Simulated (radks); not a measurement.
Task: These are the eigenvalues of the occupied orbitals of an atom or ion with whole-number occupations (eV). Calculated with a radial shooting solver on a logarithmic mesh with Libxc functionals: scalar-relativistic Kohn-Sham, OLYP, spin-polarised, spherical densities, finite nucleus; Fermi nuclear charge, rms radius of each element as measured or else 0.836 A^(1/3) + 0.57 fm.

1s up: -31675.00
1s down: -31674.91
2s up: -4904.111
2s down: -4904.060
2p up: -4408.505
2p down: -4408.452
3s up: -1016.715
3s down: -1016.639
3p up: -855.5576
3p down: -855.4793
3d up: -612.1317
3d down: -612.0591
4s up: -214.3319
4s down: -214.1816
4p up: -164.2849
4p down: -164.0848
4d up: -91.1046
4d down: -90.6863
5s up: -57.4300
6s up: -26.4777

Which element is it, and in what charge state? The configuration may be excited. Open shells, if any, are filled with parallel spins first.

Result: Z = 52, tellurium, charge +4: Te4+ in [Kr] 4d10 5s1 6s1. The list shows which subshells hold electrons but not how many an open one holds; the 1s level, -1164 hartree, gives Z - s = 48.3 by -(Z - s)^2/2, which with screening and relativity narrows Z to a few neighbours, and the depths of the outer levels then fix element, charge and occupations together.
